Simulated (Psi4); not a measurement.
C3H5 (SMILES [CH]=CC), doublet, geometry from GFN2-xTB; B3LYP5/6-31G** (Psi4).

The Psi4 input:
```
memory 2 GB

molecule {
0 2
C     1.32517045    0.17996425   -0.00948946
C     0.06095864    0.44136230   -0.01602886
H     2.25652235    0.69360547   -0.03009773
H    -0.31124892    1.47566041   -0.05242127
C    -1.04589578   -0.57280156    0.02299841
H    -0.64250733   -1.58055333    0.05836424
H    -1.67008190   -0.40821458    0.90058097
H    -1.67408412   -0.47164793   -0.86130678
}

set {
  basis 6-31g**
  reference uks
}

energy('b3lyp5')
print_variables()
```

Problem. Write the output that Psi4 gives for this input, abridged.

Solution. 
```
   => Loading Basis Set <=

    Name: 6-31G**
    Role: ORBITAL
    Keyword: BASIS

         ---------------------------------------------------------
                                   SCF
               by Justin Turney, Rob Parrish, Andy Simmonett
                          and Daniel G. A. Smith
                              UKS Reference
         ---------------------------------------------------------

  ==> Geometry <==

    Molecular point group: c1
    Full point group: C1

    Geometry (in Angstrom), charge = 0, multiplicity = 2:

       Center              X                  Y                   Z               Mass
    ------------   -----------------  -----------------  -----------------  -----------------
         C            1.275816917928     0.172925316761    -0.009123926380    12.000000000000
         C            0.011605107928     0.434323366761    -0.015663326380    12.000000000000
         H            2.207168817928     0.686566536761    -0.029732196380     1.007825032230
         H           -0.360602452072     1.468621476761    -0.052055736380     1.007825032230
         C           -1.095249312072    -0.579840493239     0.023363943620    12.000000000000
         H           -0.691860862072    -1.587592263239     0.058729773620     1.007825032230
         H           -1.719435432072    -0.415253513239     0.900946503620     1.007825032230
         H           -1.723437652072    -0.478686863239    -0.860941246380     1.007825032230

  Running in c1 symmetry.

  Rotational constants: A =      1.93379  B =      0.32352  C =      0.29220 [cm^-1]
  Rotational constants: A =  57973.57776  B =   9698.76943  C =   8759.89928 [MHz]
  Nuclear repulsion =   64.773468617541710

  Charge       = 0
  Multiplicity = 2
  Electrons    = 23
  Nalpha       = 12
  Nbeta        = 11

  ==> Algorithm <==

  SCF Algorithm Type is DF.
  DIIS enabled.
  MOM disabled.
  Fractional occupation disabled.
  Guess Type is SAD.
  Energy threshold   = 1.00e-06
  Density threshold  = 1.00e-06
  Integral threshold = 1.00e-12

  ==> Primary Basis <==

  Basis Set: 6-31G**
    Blend: 6-31G**
    Number of shells: 33
    Number of basis functions: 70
    Number of Cartesian functions: 70
    Spherical Harmonics?: false
    Max angular momentum: 2

  ==> DFT Potential <==

   => LibXC <=

    Version 7.1.2
    S. Lehtola, C. Steigemann, M. J. T. Oliveira, and M. A. L. Marques,  SoftwareX 7, 1–5 (2018) (10.1016/j.softx.2017.11.002)

   => Composite Functional: B3LYP5 <=
[...]
      Ntotal   =   22.9999991846 ; deviation = -8.154e-07

   @Spin Contamination Metric:   9.896470503E-03
   @S^2 Expected:                7.500000000E-01
   @S^2 Observed:                7.598964705E-01
   @S   Expected:                5.000000000E-01
   @S   Observed:                5.000000000E-01

    Orbital Energies [Eh]
    ---------------------

    Alpha Occupied:

[...]
    Alpha Virtual:

[...]
      70A      4.577515

    Beta Occupied:

[...]
    Beta Virtual:

[...]
    Final Occupation by Irrep:
              A
    DOCC [    11 ]
    SOCC [     1 ]
    NA   [    12 ]
    NB   [    11 ]

  @DF-UKS Final Energy:  -117.14311375357086

   => Energetics <=

    Nuclear Repulsion Energy =             64.7734686175417096
    One-Electron Energy =                -284.3124876039728406
    Two-Electron Energy =                 116.9569476506335377
    DFT Exchange-Correlation Energy =     -14.5610424177732671
    Empirical Dispersion Energy =           0.0000000000000000
    VV10 Nonlocal Energy =                  0.0000000000000000
    Total Energy =                       -117.1431137535708586

  UHF NO Occupations:
  HONO-2 :   10  A 1.9993095
  HONO-1 :   11  A 1.9961400
  HONO-0 :   12  A 1.0000000
  LUNO+0 :   13  A 0.0038600
  LUNO+1 :   14  A 0.0006905
  LUNO+2 :   15  A 0.0002377
  LUNO+3 :   16  A 0.0001054

Computation Completed

Properties will be evaluated at   0.000000,   0.000000,   0.000000 [a0]

Properties computed using the SCF density matrix

 Multipole Moments:

 ------------------------------------------------------------------------------------
     Multipole            Electronic (a.u.)      Nuclear  (a.u.)        Total (a.u.)
 ------------------------------------------------------------------------------------

 L = 1.  Multiply by 2.5417464519 to convert [e a0] to [Debye]
 Dipole X            :          1.9713716           -2.1450873           -0.1737157
 Dipole Y            :          0.4914333           -0.3059381            0.1854952
 Dipole Z            :         -0.0221712            0.0158874           -0.0062838
 Magnitude           :                                                    0.2542146

 ------------------------------------------------------------------------------------

  Variable Map:
  ----------------------------------------------------------------------------
[...]
  Array Variable Map:
  ----------------------------------------------------------------------------
[...]
[...]
```
